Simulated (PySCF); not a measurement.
C2H13NSi4.
Atom-mapped SMILES: `[CH3:1][SiH2:2][Si@H:3]1[NH:4][SiH2:5][CH2:6][SiH2:7]1`

Structure used (GFN2-xTB), in Å, numbered top down from 1:
```xyz
20
C2H13NSi4 angstrom
C     -3.4341    0.2992   -0.9479
Si    -2.2049   -0.7797    0.0208
Si    -0.2874    0.4653    0.4096
N      0.9161   -0.5588    1.1665
Si     2.4795   -0.9407    0.5322
C      2.7443    0.3732   -0.8146
Si     1.0827    1.1618   -1.3274
H     -3.6930    1.1956   -0.3915
H     -3.0167    0.6155   -1.8999
H     -4.3564   -0.2340   -1.1556
H     -2.9120   -1.2514    1.2273
H     -1.9856   -2.0026   -0.7723
H     -0.5562    1.5335    1.4081
H      0.6518   -1.0425    2.0082
H      2.4848   -2.2981   -0.0359
H      3.4681   -0.8503    1.6136
H      3.2575   -0.0628   -1.6690
H      3.4079    1.1458   -0.4293
H      0.6823    0.6328   -2.6440
H      1.2661    2.6087   -1.5312
```

Definitions: NICS(0) = −σiso at the ring centroid; NICS(1) = −σiso and NICS(1)zz = −σzz at ±1 Å along the ring normal z. Level: GIAO PBE0/pcSseg-1 (PySCF, non-relativistic, gas phase) on the GFN2-xTB geometry, one conformer.

Ring bond lengths (Å), with Mayer bond orders in brackets: Si3–N4 1.752 (0.90), N4–Si5 1.730 (0.98), Si5–C6 1.900 (0.90), C6–Si7 1.909 (0.90), Si7–Si3 2.319 (0.92).

**Question.** Give the NICS values of each ring in ppm.

**Answer.** 
```
             ring                                                      type  NICS(0)  NICS(1), two faces  NICS(1)zz, two faces  rms pucker (Å)  centre to ring atoms, mean (Å)
Si3–N4–Si5–C6–Si7  5-membered ring with N and 3 Si; formal bonds all single     -5.0         -2.9 / -2.9           -0.7 / -0.8            0.10                            1.62
```

**Question.** What do they say, and how far can they be read as aromaticity?

**Answer.** 
- Si3–N4–Si5–C6–Si7: mean NICS(1)zz -0.7 ppm, near zero. Si3, Si5, C6, Si7 have four or more neighbours, so the value isn't read as a sign of a π ring current.

**Question.** At the second NICS(1) probe listed for ring Si3–N4–Si5–C6–Si7, 1 Å off the ring, what do the in-plane components average?

**Answer.** The isotropic value is a third of the trace: (3 × -2.9 − (-0.8))/2 = -3.9 ppm.
